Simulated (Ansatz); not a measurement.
A run on H₇NO₂Si₂ (`N[SiH](O)[SiH2]O`) with other settings.

```yaml
crystal:
  periodic: [false, false, false]
  atoms:
    - {symbol: N, position_ang: [-0.299005, -1.202674, 1.301620]}
    - {symbol: Si, position_ang: [0.592983, -0.066768, 0.388280]}
    - {symbol: O, position_ang: [0.977175, 1.162993, 0.746342]}
    - {symbol: Si, position_ang: [-0.479070, 0.135063, -1.469025]}
    - {symbol: O, position_ang: [-0.493204, 1.594964, -2.070759]}
    - {symbol: H, position_ang: [-1.230262, -1.003628, 1.436707]}
    - {symbol: H, position_ang: [0.124309, -2.062369, 2.263856]}
    - {symbol: H, position_ang: [1.675127, -1.213405, 0.255931]}
    - {symbol: H, position_ang: [1.519885, 1.352351, 1.657149]}
    - {symbol: H, position_ang: [-0.353872, -0.401264, -2.790327]}
    - {symbol: H, position_ang: [-2.320662, 0.018677, -1.185089]}
    - {symbol: H, position_ang: [-0.053819, 2.310341, -1.026094]}
basis:
  gaussian: {orbitals: "6-31G*"}
magnetization: {spin_polarized: true, initial_magnetization: 0}
hamiltonian: {xc: {name: HF}}
```

```sh
$ ansatz run in.yaml --threads 4 --pin off --events-out ev --progress --plain --max-ram 10444MiB
```

Shortened log:

```
Functional definition: HF
943 factors; integrals over basis functions are off by at most 7.9e-4 eV
mean field evaluation 1: about -21376.8107 eV, gradient 3.8e1 eV
mean field evaluation 2: about -21376.9009 eV, gradient 3.8e1 eV
mean field evaluation 4: about -21383.1642 eV, gradient 3.0e0 eV
mean field evaluation 8: about -21383.2562 eV, gradient 1.2e-1 eV
mean field evaluation 16: about -21382.8940 eV, gradient 2.8e0 eV
mean field evaluation 32: about -21383.2319 eV, gradient 3.7e-1 eV
mean field -21383.25642969 eV, -785.8201796994 hartree, gradient 2.3e-5 eV, S^2 0.000000; 0 other end points of the search recorded, 0 dependent functions left out
reference -21383.25642969 eV, -785.8201796994 hartree; 29, 29 occupied and 68, 68 virtual orbitals, 943 factors
Total energy: -21383.25642969 eV, -785.8201796994 hartree
```

Hardware: 4 threads of an Arm Neoverse V2 on a shared host. Wall time 1.1 s, peak host memory 0.54 GiB.
